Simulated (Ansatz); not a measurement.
Gas-phase electronic energies from Ansatz, PBE0-D4/def2-TZVP geometries. CBS: MP2 limit from def2 TZ/QZ plus the TZ coupled-cluster correction, frozen cores. This one scheme is used for every species. DFT in def2-TZVPP. Each species was taken in one conformer, which may not be the lowest.

Reaction (formal exchange of groups at the Si–Cl bond): `BC[SiH](F)Cl` + CH₄ → `BC[SiH](C)F` + HCl

```
             level  ΔE (kJ/mol)
            B2PLYP        108.2
CCSD(T)/def2-TZVPP        102.7
```

**Question.** What does CCSD(T)/CBS give? (Best estimate.)

**Answer.** The calculation gave: +105.2 kJ/mol. The listed levels differ from it by 3.0, -2.5 kJ/mol.

Largest T1 diagnostic among the species: 0.011.

In def2-TZVPP, CCSD(T) changes the Hartree–Fock value by −12.2 kJ/mol (the triples alone add −0.2 kJ/mol) and MP2 by −6.9 kJ/mol.
